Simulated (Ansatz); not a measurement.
```yaml
crystal:
  periodic: [true, true, true]
  atoms:
    - {symbol: F, position_ang: [0.890026, -1.599508, 1.603397]}
    - {symbol: Ge, position_ang: [-0.347298, -2.244761, 0.524792]}
    - {symbol: O, position_ang: [-0.643985, -0.769820, -0.402737]}
    - {symbol: Si, position_ang: [-0.078482, 0.783745, -0.427166]}
    - {symbol: H, position_ang: [-0.796317, 1.505014, -1.507400]}
    - {symbol: H, position_ang: [-0.342184, 1.454231, 0.871234]}
    - {symbol: H, position_ang: [1.379539, 0.802998, -0.707721]}
basis:
  gaussian: {orbitals: 6-31G}
hamiltonian: {xc: {name: HF}}
correlation: {method: ccsd}
```

```sh
$ ansatz run in.yaml --threads 4 --pin off --events-out ev --progress --plain --max-ram 10444MiB
```

Output, abridged:

```
Error: YAML parse error: error: line 2 column 3: crystal: missing field `lattice` (a structure is typed as `lattice` and `atoms`, a molecule's as `atoms` in Å alone, or read from a run's directory, `checkpoint`)
 --> <input>:2:3
1 | crystal:
2 |   periodic: [true, true, true]
3 |   atoms:
4 |     - {symbol: F, position_ang: [0.890026, -1.599508, 1.603397]}
```

**Question.** Something in this input is off. What?

**Answer.** The molecule is marked periodic without a cell. The program refused the input.
